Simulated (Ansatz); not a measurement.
Isolated molecules relaxed with PBE0-D4/def2-TZVP in Ansatz; ΔE leaves out vibrations. CCSD(T)/CBS adds triple-zeta CCSD(T) − MP2 to the extrapolated MP2 energy (def2 sets, frozen cores). Functionals use def2-TZVPP. Elements past krypton have def2 core potentials. For In, Mg outer-core shells are correlated without core-valence functions, which leaves a few kJ/mol of doubt a bond. One conformer a species, not always the lowest.

`[SiH3][O][In]([SH])[Cl]` + `[CH3][Mg][OH]` → `[CH3][In]([SH])[Cl]` + `[OH][Mg][O][SiH3]`  (redistribution)

`[SiH3][O][In]([SH])[Cl]`:

Z-matrix (Å, degrees):
```
Si
O 1 1.635
H 1 1.490 2 111.6
H 1 1.488 2 109.9 3 120.4
H 1 1.488 2 109.5 3 -120.3
In 2 1.962 1 137.5 3 -5.8
Cl 6 2.306 2 116.6 1 0.6
S 6 2.349 2 118.7 1 -179.4
H 8 1.346 6 91.6 2 0.1
```

`[CH3][Mg][OH]`:

Cartesian coordinates in Å:
```
C -0.694 -1.164 0.013
Mg 0.367 0.617 -0.006
O 1.269 2.133 -0.020
H -1.721 -1.025 -0.336
H -0.748 -1.590 1.019
H -0.230 -1.916 -0.633
H 1.757 2.944 -0.038
```

`[CH3][In]([SH])[Cl]`:

Z-matrix (Å, degrees):
```
C
In 1 2.129
H 1 1.089 2 109.0
H 1 1.090 2 109.4 3 120.2
H 1 1.090 2 109.6 3 -120.4
S 2 2.374 1 130.2 3 177.2
Cl 2 2.345 1 119.2 3 -2.9
H 6 1.344 2 92.2 1 180.0
```

`[OH][Mg][O][SiH3]`:

```xyz
8

O    -1.772   -1.542    2.360
Mg   -0.842   -0.745    1.103
O     0.118    0.114   -0.138
Si    0.983    0.885   -1.258
H    -2.312   -2.151    2.843
H     2.104    0.037   -1.760
H     0.142    1.258   -2.434
H     1.579    2.142   -0.716
```

| level | ΔE (eV) |
| --- | --- |
| PBE-D4 | -1.16 |
| CCSD/def2-TZVPP | -1.26 |

(1) What does CCSD(T)/CBS give? (Best estimate.)

Largest T1 diagnostic among the species: 0.014.

Results:

(1) Ansatz gave: -1.22 eV. The listed levels differ from it by 0.06, -0.04 eV.

From PBE to PBE0 (25 % exact exchange), in def2-TZVPP and without D4, ΔE moves by −0.07 eV.
